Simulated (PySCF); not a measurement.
**Spin states and ions at one geometry of Hg2H4**

PySCF 2.14.0, RKS B3LYP, Hg def2-SVP with ECP60, H def2-SVP; non-relativistic Hamiltonian with scalar-relativistic core potentials where named; density fitting; no spin-orbit coupling; singlets restricted, open shells unrestricted. The geometry is relaxed for charge 0, singlet, vacuum (a saddle point, kept by symmetry):

```xyz
6

Hg   -0.6485    0.0000    1.9732
Hg    0.6485    0.0000   -1.9732
H     1.6048    0.0000   -0.6060
H    -1.6048    0.0000    0.6060
H     0.2926    0.0000    3.3429
H    -0.2926    0.0000   -3.3429
```

Energies count from the relaxed state; an electron taken off or put on is at rest in vacuum. Charges and spins are Mulliken's.

```
                     state  energy (eV)  spin squared  charge on Hg1 (e)  spin on Hg1 (e)  dipole about the centre of mass (D)
 charge 0, singlet, vacuum         0.00          0.00               0.26             0.00                                 0.00
charge +1, doublet, vacuum         9.83          0.76               0.48            -0.02                                 0.00
charge -1, doublet, vacuum         0.41          0.75              -0.21             0.53                                 0.00
```

**Question.** What does the state charge 0, triplet, vacuum give?

**Answer.** energy (eV) 5.80, spin squared 2.01, charge on Hg1 (e) 0.02, spin on Hg1 (e) 0.51, dipole about the centre of mass (D) 0.00.

With an electron taken off (doublet) the charges change, summed by element, by Hg +0.43 e, H +0.57 e. The vertical ionisation energy is 9.83 eV, against −ε(HOMO) = 7.82 eV of the relaxed state. The level lies 2.0 eV too high, as is usual for semilocal functionals and global hybrids, which keep a self-interaction error.

With an electron put on (doublet) the charges change, summed by element, by Hg -0.95 e, H -0.05 e. The vertical electron affinity is -0.41 eV, against −ε(LUMO) = 1.16 eV of the relaxed state. The basis has no diffuse functions, which an added electron needs. The added electron's level lies above zero.

Open shells may have lower solutions than those found.
